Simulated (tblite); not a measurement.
Compound: C7H8.
Bonds: C1–C2 (double), C2–C3, C2–C4, C4–C5 (double), C5–C6, C6–C7 (double), C5–C7. Hydrogens: H8, H9 on C1; H10, H11, H12 on C3; H13 on C4; H14 on C6; H15 on C7.

Computed with GFN2-xTB (tblite), gas phase: Langevin dynamics at 200 K from the optimised GFN2-xTB geometry, time step 0.5 fs, friction 0.01 fs⁻¹, 2000 steps. The instantaneous temperature is 2·E(kin)/(3Nk) with all 3N coordinates.

```tsv
t (fs)	T (K)	E(pot) above start (eV)	C1=C2 (Å)	C2–C3 (Å)	C2–C4 (Å)	C4=C5 (Å)	C5–C6 (Å)	C1–H8 (Å)	C1–C2–C4–C5 (°)
0	160	0.000	1.332	1.501	1.454	1.321	1.449	1.077	180
25	69	0.195	1.315	1.522	1.460	1.331	1.451	1.075	-173
50	118	0.186	1.326	1.494	1.410	1.331	1.462	1.085	-178
75	97	0.234	1.364	1.535	1.451	1.328	1.441	1.070	-175
100	115	0.287	1.323	1.514	1.408	1.310	1.424	1.087	-166
125	129	0.231	1.337	1.522	1.435	1.328	1.455	1.087	-174
150	93	0.219	1.344	1.510	1.455	1.335	1.473	1.101	-175
175	104	0.277	1.313	1.520	1.419	1.315	1.474	1.083	-176
200	160	0.163	1.339	1.495	1.439	1.325	1.453	1.082	178
225	154	0.209	1.370	1.498	1.445	1.338	1.434	1.090	172
250	116	0.284	1.327	1.517	1.466	1.296	1.470	1.102	170
275	131	0.378	1.305	1.493	1.480	1.318	1.439	1.037	172
300	139	0.390	1.331	1.494	1.473	1.322	1.482	1.079	-178
325	126	0.410	1.342	1.489	1.447	1.327	1.424	1.089	178
350	162	0.430	1.308	1.503	1.492	1.338	1.415	1.064	168
375	213	0.367	1.313	1.483	1.500	1.301	1.515	1.085	171
400	202	0.358	1.337	1.454	1.478	1.321	1.433	1.063	-178
425	305	0.170	1.355	1.505	1.461	1.299	1.423	1.091	176
450	208	0.347	1.343	1.509	1.457	1.343	1.468	1.111	179
475	211	0.375	1.337	1.489	1.398	1.364	1.457	1.051	-168
500	246	0.367	1.344	1.525	1.418	1.310	1.489	1.085	-171
525	171	0.373	1.357	1.541	1.419	1.314	1.435	1.117	179
550	187	0.363	1.341	1.535	1.416	1.304	1.431	1.089	178
575	180	0.312	1.339	1.540	1.427	1.332	1.485	1.064	173
600	178	0.281	1.332	1.520	1.424	1.342	1.469	1.108	168
625	174	0.367	1.335	1.508	1.422	1.298	1.419	1.115	180
650	220	0.297	1.336	1.562	1.466	1.325	1.432	1.053	-172
675	231	0.248	1.317	1.490	1.454	1.347	1.459	1.037	-168
700	233	0.257	1.327	1.512	1.441	1.312	1.475	1.091	-164
725	263	0.326	1.332	1.533	1.438	1.326	1.471	1.111	-165
750	252	0.395	1.302	1.509	1.444	1.342	1.453	1.067	-171
775	283	0.347	1.342	1.506	1.463	1.326	1.470	1.048	-175
800	260	0.304	1.331	1.481	1.431	1.319	1.479	1.123	-175
825	236	0.393	1.333	1.505	1.473	1.308	1.436	1.050	-173
850	225	0.397	1.329	1.491	1.459	1.330	1.398	1.040	174
875	166	0.440	1.318	1.486	1.492	1.315	1.515	1.129	172
900	254	0.294	1.319	1.493	1.474	1.358	1.452	1.081	-176
925	257	0.304	1.341	1.503	1.439	1.303	1.447	1.071	168
950	278	0.225	1.331	1.498	1.457	1.305	1.458	1.097	165
975	154	0.398	1.335	1.516	1.510	1.338	1.466	1.089	-178
1000	235	0.236	1.333	1.477	1.462	1.312	1.448	1.082	176
```

**Question.** From 500 fs on, how do temperature and potential energy compare with equipartition?

**Answer.** The mean temperature of these 21 frames is 223 K against the target 200 K, and the mean potential energy 0.33 eV against 39 × kT/2 = 0.34 eV for 39 classical harmonic modes. For 15 atoms in a canonical ensemble the temperature itself scatters by T·√(2/(3N)) = 42 K; here its standard deviation is 39 K. The whole run lasts only 10 friction times of 100 fs, so these averages carry a wide statistical error.

**Question.** What are the kinetic and total energies of the listed frame with the highest potential energy?

**Answer.** The one at 875 fs, 0.440 eV above the start. Its kinetic energy is 3NkT/2 = 0.321 eV at 166 K, so the sum is 0.76 eV; over the listed frames the sum runs from 0.31 to 0.90 eV, since the thermostat adds and removes energy.

**Question.** How much do the listed bonds fluctuate from 500 fs on?

**Answer.** 
```
 bond  at the start (Å)  mean (Å)  standard deviation (Å)
C1=C2             1.332     1.332                   0.011
C2–C3             1.501     1.511                   0.022
C2–C4             1.454     1.449                   0.025
C4=C5             1.321     1.322                   0.016
C5–C6             1.449     1.457                   0.026
C1–H8             1.077     1.083                   0.027
```

The motion is classical and holds no zero-point motion.

What follows is the cost of the whole dynamics run. Hardware: an Arm Neoverse V1 with one thread, on a shared host. Cost: 9.7 s, 0.18 GiB resident at most.
